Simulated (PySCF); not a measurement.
Highest harmonic wavenumber (cm⁻¹) of eight silicon and germanium compounds: PBE-D3(BJ) beside r2SCAN-D4, computed with PySCF for isolated molecules in the bases named; differences from unrounded values. The eight are the first of their class met in an unordered collection, after screening for sound electronic states; none was chosen by its value. Each level has its own optimised geometry.

```
molecule                                      basis  r2SCAN-D4  PBE-D3(BJ)  difference
-----------------------------------------  --------  ---------  ----------  ----------
C₄H₈Si₂, SMILES [SiH3]C1=CC=C[SiH2]1       def2-SVP       3213        3151         -62
C₂H₆ClNSi₂, SMILES [Si@H](Cl)([SiH3])CC#N  def2-SVP       3117        3053         -64
CH7FN2Si, SMILES N([Si@H](N)F)C            def2-SVP       3695        3604         -91
C₃H₅ClGe, SMILES ClC=C=[CH][GeH3]          def2-SVP       3198        3124         -74
CH9ClN2Si2, SMILES C[Si@@](N)(Cl)[SiH2]N   def2-SVP       3655        3554        -101
C₃H₈OSi, SMILES O[C@H]1C[C@H]1[SiH3]       def2-SVP       3812        3696        -116
C₂H₄N₂OSi, SMILES N1[SiH](N=CC=1)O         def2-SVP       3887        3768        -119
C3H4ClNSi, SMILES Cl[Si@@H]1C=CN=C1        def2-SVP       3232        3169         -63
```

PBE-D3(BJ) lies below r2SCAN-D4 in 8 and above it in 0 of the eight; the mean signed difference is -86 and the largest -119 cm⁻¹.
